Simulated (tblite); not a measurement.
Compound: C₇H₈NS (doublet state).
Atom-mapped SMILES: `[CH3:1][NH:2][c:3]1[cH:4][cH:5][c:6]([S:7])[cH:8][cH:9]1` (hydrogens: H10, H11, H12 on C1; H13 on N2; H14 on C4; H15 on C5; H16 on C8; H17 on C9)

Structure optimised with GFN2-xTB, isolated species. This method treats the open shell by occupation alone, without spin polarisation.

Problem. List the bond lengths, angles and torsions at this level.

Solution. 
| bond | length (Å) | order |
| --- | --- | --- |
| C1–N2 | 1.438 | single |
| N2–C3 | 1.359 | single |
| C3–C4 | 1.407 | aromatic |
| C4–C5 | 1.369 | aromatic |
| C5–C6 | 1.406 | aromatic |
| C6–S7 | 1.709 | single |
| C6–C8 | 1.404 | aromatic |
| C8–C9 | 1.372 | aromatic |
| C3–C9 | 1.405 | aromatic |
| C1–H10, C1–H11, C1–H12 | 1.092 | single |
| N2–H13 | 1.006 | single |
| C4–H14 | 1.081 | single |
| C5–H15 | 1.079 | single |
| C8–H16 | 1.080 | single |
| C9–H17 | 1.078 | single |

Bonds in one row agree within 0.01 Å and their mean is given. Orders are formal, as drawn. A selection of angles:
| angle | degrees |
| --- | --- |
| C1–N2–C3 | 125.1 |
| N2–C3–C4 | 119.2 |
| N2–C3–C9 | 122.4 |
| C4–C3–C9 | 118.4 |
| C3–C4–C5 | 121.0 |
| C4–C5–C6 | 120.6 |
| C5–C6–S7 | 120.7 |
| C5–C6–C8 | 118.5 |
| S7–C6–C8 | 120.8 |
| C6–C8–C9 | 121.0 |
| C3–C9–C8 | 120.5 |
| H13–N2–C1 | 118.0 |
| H13–N2–C3 | 116.9 |

Torsions: C1–N2–C3–C4 180° (antiperiplanar).

N2 (nitrogen bonded to 2 C and H) is planar (angles 125.1°, 118.0° and 116.9°, sum 360.0°, 0.00 Å off the plane of its three neighbours). The 6-membered ring C3–C4–C5–C6–C8–C9 has internal angles of 118.4° to 121.0°; it is planar, 0.00 Å rms from its mean plane, widest ring torsion 0°. The C–C distances run from 1.369 Å (C4–C5, aromatic) to 1.407 Å (C3–C4, aromatic), a spread of 0.038 Å. C9 (carbon bonded to 2 C and H) is planar (angles 120.5°, 119.9° and 119.6°, sum 360.0°, 0.00 Å off the plane of its three neighbours). Of the pairs four or more bonds apart, C1···H17 is among the closest relative to their van der Waals radii: 2.62 Å, 90 % of the sum of Bondi's values. C8 (carbon bonded to 2 C and H) is planar (angles 121.0°, 120.3° and 118.6°, sum 360.0°, 0.00 Å off the plane of its three neighbours). C6 (carbon bonded to 2 C and S) is planar (angles 120.8°, 120.7° and 118.5°, sum 360.0°, 0.00 Å off the plane of its three neighbours).

Point group: Cs (every atom within 0.08 Å of its image). GFN2-xTB frequencies show an imaginary mode (48i cm⁻¹), so the point is no minimum at that level.

One conformer stands for the species.

The numbers are calculated, not measured.
